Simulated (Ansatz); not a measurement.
Consider the formal exchange of groups at a C–Si bond: `C=C([SiH3])[SiH2]C` + BH₃ → `BC(=C)[SiH2]C` + SiH₄.

Program: Ansatz. Geometries: PBE0-D4/def2-TZVP. ΔE: electronic, gas phase. CCSD(T)/CBS adds triple-zeta CCSD(T) − MP2 to the extrapolated MP2 energy (def2 sets, frozen cores). This one scheme is used for every species. Functionals use def2-TZVPP. B3LYP here is the variant with VWN-RPA as its local correlation; programs differ in this. Each species was taken in one conformer, which may not be the lowest.

Is it downhill or uphill in electronic energy at CCSD(T)/CBS, and by how much? (Estimate.)

The calculation gave: Downhill: ΔE = -25.3 kJ/mol.

What do these levels give: BLYP-D4, PBE0-D4, B3LYP-D4, r2SCANh-D4, ωB97M-V, r2SCAN0, CCSD/def2-SVP, CCSD(T)/def2-SVP, HF/def2-TZVPP, SCS-MP2/def2-TZVPP, CCSD(T)/def2-TZVPP, HF/def2-QZVPP? (Best estimate.)

Computed: BLYP-D4 -29.6, PBE0-D4 -29.4, B3LYP-D4 -28.4, r2SCANh-D4 -29.8, ωB97M-V -27.3, r2SCAN0 -30.4, CCSD/def2-SVP -34.1, CCSD(T)/def2-SVP -34.9, HF/def2-TZVPP -29.2, SCS-MP2/def2-TZVPP -24.9, CCSD(T)/def2-TZVPP -26.7, HF/def2-QZVPP -28.9 kJ/mol.

Largest T1 diagnostic among the species: 0.011.

At CCSD(T), def2-SVP lies −9.6 kJ/mol from the extrapolated value and def2-TZVPP −1.5 kJ/mol. From BLYP to BHLYP (50 % exact exchange), in def2-TZVPP and without D4, ΔE moves by +4.7 kJ/mol. The D4 term adds +6.2 kJ/mol with B3LYP and +3.6 kJ/mol with PBE0; it sums over pairs of atoms, weighted by their polarisabilities, and B3LYP, whose exchange is more repulsive, gets the larger term.
